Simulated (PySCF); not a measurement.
SnCl3, SMILES [Cl][Sn+]([Cl])[Cl], charge +1. Atoms are numbered in the order given.

```xyz
4

Sn     0.0000     0.0000     0.0000
Cl     2.2880     0.0000     0.0000
Cl    -1.1440    -1.9815     0.0000
Cl    -1.1440     1.9815     0.0000
```
Charge +1, spin multiplicity 1.

The structure is a stationary point at PBE-D3(BJ)/def2-SVP. The spin state was assumed, not searched. The isomer is the one that the SMILES or the coordinates give; other isomers of the formula were not compared. The def2 effective core potentials stand for the cores of Sn; spin–orbit coupling is left out.

All values below come from PBE-D3(BJ)/def2-SVP (PySCF).

Frequencies are harmonic and unscaled.

Modes within 1.5 cm⁻¹ of each other (mostly degenerate sets) share a row, with their intensities summed.

| mode | ν (cm⁻¹) | IR (km/mol) | moving atoms (share of kinetic energy) |
|---|---|---|---|
| 1 | 93 | 4.5 | Cl 53 %, Sn 47 % |
| 2–3 | 95 | 9.3 | Cl 84 %, Sn 16 % |
| 4 | 354 | 0.0 | Cl 100 % |
| 5–6 | 430 | 66.6 | Cl 69 %, Sn 31 % |
